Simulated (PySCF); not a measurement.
Computed IR spectrum (relative IR intensity) of a molecule C2H7InO. The structure is a stationary point at B3LYP-D3(BJ)/def2-SVP. The def2 effective core potentials stand for the cores of In; spin–orbit coupling is left out. One conformer was computed; it need not be the lowest. Calculation: B3LYP-D3(BJ)/def2-SVP in PySCF. Frequencies are harmonic and unscaled.

Lines under 2 % of the strongest are left out, and lines within 2 cm⁻¹ are merged.

ν (cm⁻¹): 38 (vw), 137 (vw), 381 (w), 458 (m), 515 (m), 517 (m), 571 (s), 904 (w), 1089 (w), 1176 (vs), 1375 (w), 1405 (m), 1459 (vw), 1491 (vw), 1793 (s), 1821 (vs), 2957 (s), 2983 (m), 3014 (w), 3094 (m), 3103 (m) (against the strongest line: vs over 80 %, s over 45 %, m over 15 %, w over 4 %, vw less)

Problem. Which structure fits?
A. C[CH2][InH][OH]
B. [CH3][In]([CH3])[OH]
C. C[O][InH][CH3]
D. CC[O][InH2]

Solution. D, CC[O][InH2]
